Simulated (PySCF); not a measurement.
CH7GeNSi2.
Structure used (GFN2-xTB), in Å, numbered top down from 1:
```
atom  x, y, z in Å
N1     0.1605    3.1767   -0.6873
C2     0.1131    2.1456   -0.1879
Si3    0.0512    0.4415    0.5767
Si4    1.9835   -0.7206   -0.0027
Ge5   -1.9656   -0.4956   -0.1878
H6    -0.0904    0.7652    2.0067
H7     1.9410   -2.0584    0.5954
H8     3.1870   -0.0454    0.4807
H9     2.0910   -0.8811   -1.4539
H10   -2.2086   -1.8691    0.3700
H11   -2.0356   -0.7061   -1.6703
H12   -3.2260    0.2467    0.1344
```

PySCF, density fitting, gas phase, GFN2-xTB geometry. The standard run uses grid level 2 after a coarse-grid start, the def2-universal JK fitting basis (with tight functions added where the orbital basis needs them), an energy threshold of 1e-9 Eh and DIIS. The changed runs have no coarse-grid stage.

Standard PBE0/def2-SVPD: E = -2751.903895 Eh, HOMO -8.679 eV, LUMO -0.975 eV, dipole 3.796 D, 11 cycles (coarse-grid cycles included). What changes at PBE0/def2-SVPD with: fitting basis def2-universal-jkfit?

E = -2751.903906 Eh (-0.011 mEh), HOMO -8.679 eV (0.000), LUMO -0.975 eV (0.000), dipole 3.796 D (0.000), 9 SCF cycles. The result matches the standard run within 0.02 mEh and 0.003 eV.

The cycles:
```
cycle   1  E = -2751.8593578171  dE = -4.328e-01  |g| = 4.775e-01  |ddm| = 4.051e+00
cycle   2  E = -2751.7452787048  dE =  1.141e-01  |g| = 8.458e-01  |ddm| = 1.312e+00
cycle   3  E = -2751.8956403115  dE = -1.504e-01  |g| = 2.050e-01  |ddm| = 9.629e-01
cycle   4  E = -2751.9037806294  dE = -8.140e-03  |g| = 2.516e-02  |ddm| = 1.849e-01
cycle   5  E = -2751.9038996789  dE = -1.190e-04  |g| = 3.932e-03  |ddm| = 3.660e-02
cycle   6  E = -2751.9039053421  dE = -5.663e-06  |g| = 8.231e-04  |ddm| = 9.708e-03
cycle   7  E = -2751.9039055808  dE = -2.387e-07  |g| = 2.155e-04  |ddm| = 1.945e-03
cycle   8  E = -2751.9039055970  dE = -1.618e-08  |g| = 5.281e-05  |ddm| = 4.189e-04
cycle   9  E = -2751.9039055979  dE = -9.491e-10  |g| = 1.299e-05  |ddm| = 1.264e-04
```
